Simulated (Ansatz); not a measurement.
The cluster Al2Ga2As4 (the lowest singlet isomer of a short search). Charge 0, multiplicity 1. Geometry PBE-D4/def2-SVP, basis def2-TZVP, Ansatz.

Cartesian coordinates in Å:
```
Al -1.053 0.424 1.402
Al -0.954 0.116 -1.329
Ga 2.107 1.898 -0.333
Ga -0.809 -2.495 -0.298
As 1.011 1.318 2.016
As 1.259 -0.092 -1.997
As -2.837 -0.387 0.042
As 1.274 -0.782 0.498
```

```json
{"run": "A", "HOMO (eV)": "-5.08", "LUMO (eV)": "-3.43"}
{"run": "B", "HOMO (eV)": "-5.09", "LUMO (eV)": "-3.20"}
{"run": "C", "HOMO (eV)": "-4.89", "LUMO (eV)": "-3.22"}
{"run": "D", "HOMO (eV)": "-5.58", "LUMO (eV)": "-2.64"}
```

Another isomer (singlet) lies 0.17 eV lower at PBE0-D4/def2-TZVP; other spin states weren't run for this one.

Problem. The runs used LDA (SPW92), PBE, PBE0, r2SCAN. Estimate which is which.

Solution. A LDA (SPW92) (0 % exact exchange); B r2SCAN (0 % exact exchange); C PBE (0 % exact exchange); D PBE0 (25 % exact exchange). Exact exchange lowers occupied and raises empty levels; among semilocal functionals meta-GGAs tend to open the gap a little, and such runs are hard to tell apart. The gap grows from 1.64 eV (LDA (SPW92)) to 2.94 eV (PBE0).
